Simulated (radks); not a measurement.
Values are calculated unless marked as measured or tabulated.
The mean radii <r> (bohr) of the occupied orbitals of an atom or ion are listed with their occupations. Level of theory: scalar-relativistic Kohn-Sham, LDA (Slater exchange, VWN5 correlation), spin-polarised, spherical densities, finite nucleus; Fermi nuclear charge, rms radius of each element as measured or else 0.836 A^(1/3) + 0.57 fm (a radial shooting solver on a logarithmic mesh with Libxc functionals).

orbital  occ.      <r>
1s up       1  0.06964
1s down     1  0.06961
2s up       1   0.3148
2s down     1   0.3155
2p up       3   0.2769
2p down     2   0.2778

Name the element and its charge. Open shells, if any, are filled with parallel spins first.

Answer. Z = 22, titanium, charge +13: Ti13+ in [He] 2s2 2p5. The 1s radius gives Z: for a bare nucleus <r> = (2 gamma + 1)/(2Z) with gamma = sqrt(1 - (Z/c)^2), 0.06759 bohr for Z = 22, and screening makes it slightly larger (0.06964 here). The occupations add up to 9, and the charge is Z minus that.
